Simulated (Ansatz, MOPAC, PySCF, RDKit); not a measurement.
GeH4 (SMILES [GeH4]) and CH4S (SMILES CS) are pulled apart as rigid monomers along the line of their centres of mass, from the B3LYP-D3(BJ)/def2-TZVP minimum. Starting geometry (charge 0, multiplicity 1):
| atom | x (Å) | y (Å) | z (Å) |
|---|---|---|---|
| Ge | 0.0000 | 0.1343 | 0.1620 |
| H | -1.5239 | 0.2853 | 0.2258 |
| H | 0.4184 | -1.2362 | 0.7158 |
| H | 0.6810 | 1.2449 | 0.9731 |
| H | 0.4596 | 0.2324 | -1.3049 |
| C | 1.0585 | -0.2982 | 3.9916 |
| S | -0.7525 | -0.2258 | 3.8086 |
| H | 1.5285 | -0.6974 | 3.0951 |
| H | 1.3895 | 0.7292 | 4.1330 |
| H | 1.3438 | -0.8838 | 4.8628 |
| H | -0.9536 | -1.5404 | 3.6226 |

Interaction energies with rigid monomers; basis-set methods are counterpoise corrected unless marked otherwise.

Correlated levels freeze the cores. Filled d and f shells under p-block atoms count as core. Rows in LANL2DZ carry no dispersion term and start afresh at each structure. LANL2DZ brings its own core potentials from Na on. The state reached by AM1 isn't checked.

Programs: Ansatz (a first-principles code) with Gaussian orbitals; MOPAC for AM1 (differences of heats of formation); PySCF for LANL2DZ rows, the dispersion terms; RDKit for the force fields. Values without a source in brackets are computed.

```
Ge1···S7 (Å)  UFF (kcal/mol)  AM1 (kcal/mol)  r2SCAN-D3(BJ)/def2-TZVPPD (kcal/mol)  B3LYP/LANL2DZ (no counterpoise) (kcal/mol)  CCSD(T)/def2-SVPD (kcal/mol)
------------  --------------  --------------  ------------------------------------  ------------------------------------------  ----------------------------
3.37                     ___            0.43                                 -0.87                                        2.26                          0.39
3.74                   -1.28             ___                                 -1.88                                        0.18                         -1.34
4.30                   -1.10           -0.11                                 -1.39                                       -0.28                         -1.23
5.22                   -0.43           -0.03                                 -0.52                                       -0.17                         -0.48
6.71                   -0.10           -0.01                                 -0.11                                       -0.03                         -0.11
```

Q: Complete the blanks.

A: 
- 3.37, UFF (kcal/mol): 0.98
- 3.74, AM1 (kcal/mol): -0.08
